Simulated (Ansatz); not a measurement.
Species: BHF, charge 0, doublet. BHF (SMILES [BH]F, doublet).
B3LYP-D3(BJ)/def2-TZVP minimum from Ansatz (a first-principles code):
```
B
F 1 1.3046
H 1 1.2028 2 121.00
```
Charge 0, spin multiplicity 2.

Wanted: atomisation energy (electronic, to ground-state atoms), in kcal/mol. UHF or UKS for unpaired electrons; spin-orbit terms are left out. CBS(X,Y): correlation extrapolated as X^-3, Hartree-Fock from the larger set (Q,5: extrapolated as (X+1)exp(-9√X)). A bracket is a step between two methods taken in the basis named. The functionals are non-relativistic, so their misses hold any scalar relativity. Double hybrids freeze cores in their MP2 part. 'core' is core correlation in cc-pwCVTZ, 'X2C' scalar relativity in cc-pVTZ-DK, both at CCSD(T). Where a partner has so few electrons that a lower coupled-cluster level is exact, that level stands in.

CCSD(T)/CBS(cc-pVQZ,cc-pV5Z) + [CCSDT(Q) - CCSD(T)]/cc-pVQZ + [CCSDTQ - CCSDT(Q)]/cc-pVDZ + core + X2C (Ansatz) gives 233.2 kcal/mol.

Question: What does PBE/def2-TZVPD (Ansatz) give here, and how do the other levels compare?

Answer: PBE gives 241.8 kcal/mol, 8.6 kcal/mol above it. Differences of the others: r2SCAN/def2-TZVPD (Ansatz) 6.8; PBE0/def2-TZVPD (Ansatz) 2.3; wB97M-V/def2-TZVPD (Ansatz) 0.8; B2PLYP/def2-TZVPD (Ansatz) 1.3; CCSD(T)/CBS(cc-pVQZ,cc-pV5Z) + core + X2C (Ansatz) 0.1 kcal/mol. Nearer than PBE: r2SCAN/def2-TZVPD, PBE0/def2-TZVPD, wB97M-V/def2-TZVPD, B2PLYP/def2-TZVPD, CCSD(T)/CBS(cc-pVQZ,cc-pV5Z) + core + X2C.
